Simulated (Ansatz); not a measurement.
C8H11BF4S⁻, that is dimethylphenylsulfonium tetrafluoroborate with one electron more. The state is a doublet with charge -1. Geometry PBE-D4/def2-SVP, that of the neutral singlet; atoms count from 1.

```
atom   x (Å)   y (Å)   z (Å)
  C1  -0.587   0.827  -2.103
  S2  -1.138   0.280  -0.465
  C3  -1.917   1.813   0.143
  C4   0.348   0.217   0.543
  C5   0.550  -1.005   1.206
  C6   1.673  -1.129   2.036
  C7   2.571  -0.060   2.183
  C8   2.356   1.149   1.499
  C9   1.235   1.297   0.671
 H10   0.092   0.024  -2.438
 H11  -1.495   0.813  -2.733
 H12  -0.112   1.824  -2.054
 H13  -2.821   1.975  -0.473
 H14  -2.214   1.626   1.192
 H15  -1.239   2.685   0.080
 H16  -0.154  -1.836   1.032
 H17   1.851  -2.078   2.564
 H18   3.453  -0.169   2.831
 H19   3.066   1.982   1.608
 H20   1.071   2.243   0.134
 F21  -1.741  -2.692  -0.154
 B22  -1.343  -2.537  -1.505
 F23  -0.048  -1.857  -1.470
 F24  -1.221  -3.739  -2.160
 F25  -2.236  -1.653  -2.167
```

The highest occupied level of the charge -1 doublet lies above zero (up to 1.47 eV). By energy differences its removal costs 0.20 eV (vertical, to the charge 0 singlet, at PBE0-D4/def2-SVP); self-interaction error and the lack of diffuse functions both raise the level.

Q: Estimate the Mulliken populations from the PBE0/def2-SVP orbitals of Ansatz.

A: 
| atom | charge (e) | spin (α − β) |
| --- | --- | --- |
| C1 | -0.13 | 0.06 |
| S2 | 0.14 | 0.12 |
| C3 | -0.13 | 0.03 |
| C4 | -0.18 | 0.20 |
| C5 | 0.04 | 0.04 |
| C6 | -0.08 | 0.05 |
| C7 | -0.08 | 0.37 |
| C8 | -0.03 | -0.16 |
| C9 | -0.07 | 0.30 |
| H10 | 0.13 | 0.00 |
| H11 | 0.07 | 0.01 |
| H12 | 0.05 | 0.00 |
| H13 | 0.05 | 0.01 |
| H14 | 0.09 | 0.01 |
| H15 | 0.07 | 0.00 |
| H16 | 0.02 | 0.00 |
| H17 | -0.03 | -0.01 |
| H18 | -0.04 | -0.02 |
| H19 | -0.03 | 0.01 |
| H20 | -0.05 | -0.02 |
| F21 | -0.29 | 0.00 |
| B22 | 0.35 | 0.00 |
| F23 | -0.34 | 0.00 |
| F24 | -0.24 | 0.00 |
| F25 | -0.31 | 0.00 |
Mulliken values and Mayer orders depend strongly on the basis.

Q: Where does the spin sit?

A: Summed by element: C 0.90, S 0.12, H -0.02, F 0.00, B 0.00, of 1 unpaired in all. Largest on single atoms: C7 0.37, C9 0.30, C4 0.20.

Q: And the Mayer bond orders between bonded heavy atoms (over 0.3)?

A: C1–S2 0.85 (1.81 Å); S2–C3 0.88 (1.82 Å); S2–C4 1.08 (1.80 Å); C4–C5 1.28 (1.40 Å); C4–C9 1.17 (1.40 Å); C5–C6 1.54 (1.40 Å); C6–C7 1.21 (1.40 Å); C7–C8 1.36 (1.41 Å); C8–C9 1.46 (1.40 Å); F21–B22 1.03 (1.42 Å); B22–F23 0.90 (1.46 Å); B22–F24 1.18 (1.38 Å); B22–F25 1.03 (1.42 Å).
